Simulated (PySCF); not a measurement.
A GIAO shielding run with PySCF 2.14 (density fitting, non-relativistic, gas phase) on `C=C[C@](C=O)(CC)C[SiH3]`, C$_{7}$H$_{14}$OSi:

```
$ OMP_NUM_THREADS=1 python probes_run.py task.json out

{"job": {"kind": "nmr", "xc": "PBE0", "basis": "pcSseg-1"}, "charge": 0, "multiplicity": 1}
C     -1.559052     1.997119     0.922440
C     -1.455472     1.063233    -0.005213
C     -0.204790     0.302275    -0.396322
C      0.153229     0.944715    -1.721498
O     -0.114669     0.516071    -2.807677
C     -0.567061    -1.173305    -0.620502
C     -1.035458    -1.874568     0.647171
C      0.950808     0.498172     0.584924
Si     2.545695    -0.445968     0.138079
H     -0.732625     2.314438     1.534653
H     -2.501339     2.479797     1.120896
H     -2.325606     0.791793    -0.589750
H      0.672188     1.917339    -1.602522
H      0.302546    -1.691665    -1.030263
H     -1.354959    -1.218485    -1.375798
H     -1.853065    -1.325099     1.110035
H     -1.384890    -2.876742     0.410119
H     -0.225915    -1.961380     1.367659
H      0.615039     0.219306     1.584409
H      1.188367     1.563527     0.627554
H      2.789735    -0.341541    -1.300575
H      2.448653    -1.852004     0.534477
H      3.643890     0.179955     0.877781
```

Hardware: 1 thread of an Arm Neoverse N1, shared host. The job also computes population analyses, field gradients.

(1) How large is the calculation?

(2) How long does it take, and how much memory does it need?

## Answers

(1) 78 electrons, 230 basis functions and 1211 auxiliary functions.

(2) 100 s of wall time, with 15 SCF cycles and 5 response iterations; peak memory 1.1 GiB. Times on a shared host scatter by some tens of per cent.
